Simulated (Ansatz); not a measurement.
Correlation energies of `[NH2][Ta]([OH])([OH])=[S]` by basis set

```tsv
atom	x (Å)	y (Å)	z (Å)
N1	1.2846	1.0276	0.0192
Ta2	-0.2471	-0.2039	0.1400
O3	0.1510	-1.8001	-0.8092
O4	-1.7552	0.5807	-0.7071
S5	-0.5880	-0.5673	2.2502
H6	1.6662	1.3702	-0.8513
H7	1.7940	1.4024	0.8043
H8	0.2819	-2.6968	-0.4999
H9	-2.5874	0.8872	-0.3462
```

The species carries charge 0 and has multiplicity 1. Correlated methods include outer-core shells of Ta, which these sets cover unevenly. Ta: def2 effective core potential. The geometry is a stationary point of PBE0-D4/def2-TZVP. It is one conformer, not always the lowest. Frozen core, restricted reference, Ansatz.

```json
{"basis": "def2-SVP", "HF (Eh)": "?", "MP2 corr.": "?", "CCSD corr.": "-0.97764", "(T)": "?", "CCSD(T) total": "?"}
{"basis": "def2-TZVPP", "HF (Eh)": "-660.75978", "MP2 corr.": "-1.28191", "CCSD corr.": "-1.27593", "(T)": "?", "CCSD(T) total": "?"}
{"basis": "def2-QZVPP", "HF (Eh)": "-660.78131", "MP2 corr.": "-1.40287", "CCSD corr.": "–", "(T)": "–", "CCSD(T) total": "–"}
```

Fill in the withheld values. (Estimate.)

Computed: def2-SVP HF (Eh): -660.33432; def2-SVP MP2 corr.: -0.97448; def2-SVP (T): -0.03819; def2-SVP CCSD(T) total: -661.35015; def2-TZVPP (T): -0.06315; def2-TZVPP CCSD(T) total: -662.09886.
